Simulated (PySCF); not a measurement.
CCl₃, SMILES Cl[C+](Cl)Cl, charge +1. Atoms are numbered in the order given.

```xyz
4

C      0.0000     0.0000     0.0000
Cl     1.6556     0.0000     0.0000
Cl    -0.8278     1.4338     0.0000
Cl    -0.8278    -1.4338     0.0000
```
Charge +1, spin multiplicity 1.

Geometry: r2SCAN-D4/def2-SVP.

Calculation: B3LYP/def2-TZVPD in PySCF.

Symmetry labels are those of the subgroup C2v that the program uses (full group D3h).

Computed valence orbital energies around the gap with their symmetry:
| orbital | symmetry | energy (eV) |
|---|---|---|
| HOMO−7 | A1 | -20.54 |
| HOMO−6 | B1 | -20.54 |
| HOMO−5 | B2 | -19.10 |
| HOMO−4 | B1 | -16.32 |
| HOMO−3 | A1 | -16.32 |
| HOMO−2 | B2 | -16.04 |
| HOMO−1 | A2 | -16.04 |
| HOMO | B1 | -15.17 |
| LUMO | B2 | -10.20 |
| LUMO+1 | A1 | -7.12 |
| LUMO+2 | A1 | -5.20 |
| LUMO+3 | B1 | -5.20 |
